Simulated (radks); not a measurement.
All-electron atom: Zr XIII in [Ar] 3d10 (the NIST ground configuration). All-electron calculation, scalar-relativistic Kohn-Sham, PBEsol, spin-polarised, spherical densities, point nucleus. Program: a radial shooting solver on a logarithmic mesh with Libxc functionals.

Local quantities along the radius. ELF = 1/(1 + alpha^2) is the electron localisation function; alpha = (tau - tau_W)/tau_unif compares the Pauli kinetic energy density with that of the uniform gas (summed over spins); -r V(r) is the screened charge that the Kohn-Sham potential of spin up presents (atomic units); 4 pi r^2 rho is in e/bohr. tau is taken from the large components.

r (bohr)    ELF    alpha  -r V(r)  4 pi r^2 rho
0.001831  1.000  0.02085    39.71         2.074
0.002064  1.000  0.02106    39.67         2.561
0.002346  1.000  0.02140    39.62         3.198
0.002666  1.000  0.02189    39.56         3.982
0.003006  0.999  0.02249    39.51         4.875
0.003417  0.999  0.02332    39.43         6.026
0.003852  0.999  0.02429    39.36         7.320
0.004378  0.999  0.02559    39.27         8.965
0.004936  0.999  0.02710    39.17         10.79
0.00561   0.999  0.02911    39.05         13.05
0.006377  0.999  0.03162    38.92         15.69
0.00719   0.999  0.03457    38.78         18.49
0.008171  0.999  0.03855    38.61         21.84
0.009213  0.998  0.04332    38.43         25.29
0.01047   0.998  0.04989    38.22         29.23
0.0119    0.997  0.05860    37.98         33.33
0.01342   0.995  0.06951    37.73         37.19
0.01525   0.993  0.08536    37.44         41.13
0.0172    0.989   0.1060    37.13         44.44
0.01954   0.982   0.1372    36.77         47.33
0.02221   0.968   0.1830    36.37         49.30
0.02504   0.943   0.2462    35.95         50.15
0.02846   0.893   0.3465    35.47         49.93
0.03209   0.809   0.4856    34.97         48.74
0.03648   0.673   0.6975    34.39         46.73
0.04113   0.522   0.9575    33.80         44.61
0.04674   0.387    1.260    33.11         42.73
0.05312   0.314    1.479    32.37         41.98
0.0599    0.308    1.500    31.63         42.81
0.06808   0.366    1.317    30.80         45.55
0.07676   0.471    1.059    29.97         49.58
0.08724   0.604   0.8101    29.03         54.55
0.09915   0.709   0.6411    28.04         58.90
0.1118    0.763   0.5578    27.05         61.07
0.1271    0.772   0.5441    25.96         60.35
0.1433    0.728   0.6105    24.90         56.67
0.1628    0.612   0.7969    23.74         50.45
0.1836    0.451    1.104    22.62         44.12
0.2086    0.314    1.478    21.41         38.95
0.2371    0.284    1.589    20.22         36.97
0.2674    0.359    1.337    19.14         38.17
0.3039    0.517   0.9660    18.02         41.35
0.3426    0.660   0.7181    17.01         43.99
0.3894    0.751   0.5763    16.01         44.24
0.4426    0.786   0.5221    15.13         40.67
0.499     0.781   0.5291    14.43         34.20
0.5672    0.738   0.5957    13.84         25.49
0.6395    0.652   0.7313    13.41         17.35
0.7268    0.497    1.005    13.05         10.16
0.826     0.299    1.532    12.77         5.183
0.9314    0.137    2.505    12.59         2.408
1.059     0.043    4.707    12.49        0.9084
1.193     0.011    9.444    12.43        0.3096
1.356     0.002    22.43    12.33       0.08077
1.529     0.000    57.32    12.22       0.01864
1.738     0.000    182.0    12.13      0.003036
1.976     0.000    694.7    12.07     0.0003686

On this mesh the ELF has minima near r = 0.060, 0.24 bohr, which separate the shells, and maxima near 0.13 (0.77), 0.44 (0.79).
